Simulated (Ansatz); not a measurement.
`[F][In]([Cl])[O][SiH3]`. Charge 0, multiplicity 1. In takes the def2 core potential.

Z-matrix (Å, degrees):
```
Si
O 1 1.641
H 1 1.485 2 107.8
H 1 1.489 2 111.0 3 -119.7
H 1 1.488 2 111.0 3 119.7
In 2 1.947 1 136.1 3 177.5
Cl 6 2.279 2 124.0 1 -179.0
F 6 1.932 2 116.1 1 1.1
```

Q: List the harmonic frequencies (cm⁻¹, unscaled) at PBE0-D4/def2-TZVP in Ansatz. (An estimate is asked.)

A: Ansatz gave: 40, 48, 51, 103, 129, 149, 383, 474, 607, 722, 724, 952, 956, 978, 995, 2210, 2213, 2233.

Q: Is this a minimum?

A: Yes, all 18 modes are real.

Q: Give the ideal-gas thermochemistry at 298.15 K and 1 bar (rigid rotor, harmonic oscillator; point group Cs, symmetry number 1).

A: Zero-point energy 83.5 kJ/mol; H(298) − E = 108.4 kJ/mol; entropy 411.2 J/(mol·K), of which translation 175.9, rotation 121.8, vibration 113.5; G(298) − E = -14.2 kJ/mol. Modes under 100 cm⁻¹ are hindered rotations or soft bends, so the harmonic entropy is rough.
